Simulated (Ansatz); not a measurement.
Reaction (redistribution): `O[SiH](Cl)[SiH2]F` + `C[SiH](O)[GeH2][OH]` → `C[SiH2][SiH](O)Cl` + `[OH][GeH2][SiH](O)F`

Program: Ansatz. Geometries: PBE0-D4/def2-TZVP. ΔE: electronic, gas phase. CCSD(T)/CBS adds triple-zeta CCSD(T) − MP2 to the extrapolated MP2 energy (def2 sets, frozen cores). Functionals use def2-TZVPP. For Ge outer-core shells are correlated without core-valence functions, which leaves a few kJ/mol of doubt a bond. Scalar relativity is left out up to krypton. One conformer a species, not always the lowest.

```tsv
level	ΔE (eV)
PBE-D4	-0.31
PBE0-D4	-0.31
ωB97X-V	-0.31
r2SCAN	-0.31
PBE0	-0.31
MP2/def2-TZVPP	-0.30
HF/def2-QZVPP	-0.26
CCSD/CBS(def2)	-0.29
```

(1) What does CCSD(T)/CBS give? (An estimate is asked.)

Largest T1 diagnostic among the species: 0.012.

## Answers

(1) Ansatz gave: -0.30 eV. The listed levels differ from it by -0.01, -0.01, -0.01, -0.01, -0.01, 0.00, 0.04, 0.01 eV.

In def2-TZVPP, CCSD(T) changes the Hartree–Fock value by −0.05 eV (the triples alone add −0.01 eV) and MP2 by −0.04 eV.
